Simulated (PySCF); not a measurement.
Al(H)(OH)(NH2) (AlH4NO), SMILES [OH][AlH][NH2].

Coordinates come from a TPSSh-D3(BJ)/def2-TZVP optimisation. One conformer was computed; it need not be the lowest.

Level of theory: TDA-M06-2X/def2-SVPD in PySCF.

Vertical excitations. The molecule is in vacuum. State labels are in the subgroup Cs.

```
state  symmetry  energy (eV)  λ (nm)      f                                                             main pairs
-----  --------  -----------  ------  -----  ---------------------------------------------------------------------
S1           A"         6.37     195  0.055                                                         HOMO→LUMO 80 %
S2           A'         7.07     175  0.107                                                       HOMO→LUMO+1 96 %
S3           A"         7.27     170  0.005                                                       HOMO→LUMO+2 74 %
S4           A"         7.50     165  0.049                                                     HOMO−1→LUMO+1 87 %
S5           A'         7.90     157  0.076                                   HOMO−1→LUMO 64 %, HOMO−1→LUMO+2 19 %
S6           A"         8.06     154  0.017                                                       HOMO→LUMO+3 68 %
S7           A"         8.17     152  0.117                                   HOMO−2→LUMO 55 %, HOMO−2→LUMO+2 24 %
S8           A"         8.38     148  0.004                   HOMO→LUMO+5 41 %, HOMO→LUMO+6 38 %, HOMO→LUMO+9 12 %
S9           A'         8.54     145  0.124                                   HOMO−1→LUMO+2 56 %, HOMO−1→LUMO 27 %
S10          A"         8.70     142  0.002  HOMO→LUMO+5 31 %, HOMO→LUMO+4 26 %, HOMO→LUMO+6 15 %, HOMO→LUMO+9 9 %
T1           A'         5.94     209      0                                                       HOMO→LUMO+1 92 %
T2           A"         6.07     204      0                                       HOMO→LUMO 68 %, HOMO→LUMO+3 12 %
T3           A"         6.82     182      0                                                     HOMO−1→LUMO+1 94 %
T4           A'         7.12     174      0                                   HOMO−1→LUMO 62 %, HOMO−1→LUMO+3 18 %
```
Triplets are in the Tamm–Dancoff approximation.
